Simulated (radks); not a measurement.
Species: the carbon ion C+. Configuration: [He] 2s2 2p(up 0.75, down 0.25) (fractional occupations, a model configuration). All-electron calculation, scalar-relativistic Kohn-Sham, BLYP, spin-polarised, spherical densities, point nucleus. Program: a radial shooting solver on a logarithmic mesh with Libxc functionals.

X-ray form factor f0, the Fourier transform of the density (f0(0) = 5):

sin(theta)/lambda (1/angstrom)  f0 (electrons)
0.05                                     4.854
0.1                                      4.462
0.15                                     3.932
0.2                                      3.379
0.25                                     2.884
0.3                                      2.484
0.4                                      1.960
0.5                                      1.688
0.6                                      1.534
0.8                                      1.321
1                                        1.116
1.25                                     0.870
1.5                                      0.662
2                                        0.377
